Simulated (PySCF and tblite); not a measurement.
Results of a calculation; reference values are marked as such.
System: ClF4Si (charge -1), numbered as in [F:1][Si-:2]([F:3])([F:4])([F:5])[Cl:6].

For the Berry pseudorotation at Si2 with F3 as pivot: electronic barrier 2.31 kcal/mol, zero-point change -0.10 kcal/mol, thermal and entropy terms at 200 K a further 0.31 kcal/mol (symmetry numbers apart). The minimum is C2v, the saddle Cs. The path came from a restrained scan, a climbing-image band and a saddle search at GFN2-xTB; energies are B3LYP/pcSseg-1 + D3(BJ), IEF-PCM acetonitrile//PBE0-D3(BJ)/def2-SVP, thermal terms GFN2-xTB. Rate constants are transition-state-theory values, counting equivalent paths, without tunnelling. Programs: tblite and PySCF.

Question: How many equivalent paths lead out of the minimum?

Answer: 2: the symmetry number of the minimum is 2, that of the saddle displaced along its mode 1.

Question: Work out the rate at 200 K.

Answer: ΔG‡ = 2.52 kcal/mol; k_B T/h = 4.2×10¹² s⁻¹; exp(−ΔG‡/RT) = 0.0018; times 2 gives k = 1.5×10¹⁰ s⁻¹. Wigner's tunnelling factor for the 49i cm⁻¹ mode would be 1.00.

The ion is treated without a counter-ion.
